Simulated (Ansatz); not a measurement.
Reaction (SMILES): I (HI) → I atom + H atom (the H-I bond breaks)

Wanted: bond dissociation energy (enthalpy at 298 K), in kcal/mol. Conventions: LANL2DZ with its own core potentials from Na on; six Cartesian d functions in 6-31G* and its kin unless marked 5d; STO-3G and 3-21G all-electron and non-relativistic; frozen cores in correlated levels (noble-gas shells and the d and f shells of earlier blocks); UHF or UKS for open shells; no spin-orbit coupling. Ab initio and DFT rows: single points at B3LYP-D3(BJ) geometries (Ansatz, a first-principles code), with unscaled harmonic terms from B3LYP/6-31G* (LANL2DZ past Ar) at its own minima.

Measured values: Active Thermochemical Tables 1.112 (ions: stationary electron), as tabulated in the package chemicals; they hold spin-orbit and core effects, anharmonicity. 

Value to compare with, the measured value: 71.3 kcal/mol.

| level | program | bond dissociation energy (enthalpy at 298 K) (kcal/mol) | error |
|---|---|---|---|
| MP2/STO-3G | Ansatz | 76.4 | 5.1 |
| MP2/3-21G | Ansatz | 53.1 | -18.2 |
| MP2/LANL2DZ | Ansatz | 54.2 | -17.1 |
| MP2/6-31G* with LANL2DZ past Ar | Ansatz | 52.9 | -18.4 |

1 of the 4 habitual levels lie above the measured value; their mean absolute error is 14.7 kcal/mol, the median 17.6.

The sets are all those run for this method; runs whose electronic state is in doubt are left out.
